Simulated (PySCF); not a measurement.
In(F) cation (FIn), SMILES [F][In] (connectivity only; charge and spin as stated), charge +1, multiplicity 2.

Coordinates come from a PBE-D3(BJ)/def2-TZVP optimisation. The multiplicity is an assumed one; other spin states were not compared. The def2 effective core potentials stand for the cores of In; spin–orbit coupling is left out.

Computed with PySCF with PBE-D3(BJ)/def2-TZVP.

Frequencies are harmonic and unscaled.

```csv
mode,ν (cm⁻¹),IR (km/mol),moving atoms (share of kinetic energy)
1,536,12.4,"F 86 %, In 14 %"
```
